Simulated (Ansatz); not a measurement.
```yaml
crystal:
  periodic: [false, false, false]
  atoms:
    - {symbol: F, position_ang: [-0.943611, 1.110211, -0.770172]}
    - {symbol: C, position_ang: [0.374358, 0.578563, -0.838203]}
    - {symbol: C, position_ang: [0.543056, -0.508110, 0.183702]}
    - {symbol: Zn, position_ang: [-1.111359, -0.504966, 1.254952]}
    - {symbol: H, position_ang: [0.488794, 0.235923, -1.868716]}
    - {symbol: H, position_ang: [1.036681, 1.429701, -0.668190]}
    - {symbol: H, position_ang: [0.668878, -1.491079, -0.276575]}
    - {symbol: H, position_ang: [1.406495, -0.332469, 0.829160]}
    - {symbol: H, position_ang: [-2.374793, -0.564072, 2.136841]}
basis:
  gaussian: {orbitals: cc-pVDZ}
hamiltonian: {xc: {name: HF}}
correlation: {active_space: {window: {electrons: 3, orbitals: 2}}}
output: {forces: true}
```

```sh
$ ansatz run in.yaml --threads 4 --pin off --events-out ev --progress --plain --max-ram 10444MiB
```

Problem. How does Ansatz answer? (Estimate.)

Solution. Computed: The run stopped with an error.
```
Functional definition: HF
1083 factors; integrals over basis functions are off by at most 1.1e-3 eV
mean field evaluation 1: about -53220.5236 eV, gradient 2.9e1 eV
mean field evaluation 2: about -53220.6588 eV, gradient 2.9e1 eV
mean field evaluation 4: about -53222.7975 eV, gradient 5.2e0 eV
mean field evaluation 8: about -53222.8425 eV, gradient 3.9e-1 eV
mean field -53222.84299828 eV, -1955.9034044481 hartree, gradient 7.7e-6 eV, S^2 0.000000; 0 other end points of the search recorded, 0 dependent functions left out
reference -53222.84299828 eV, -1955.9034044481 hartree; 28, 28 occupied and 82, 82 virtual orbitals, 1083 factors
Error: 3 electrons in 2 orbitals form no window around the highest filled level of the reference
```
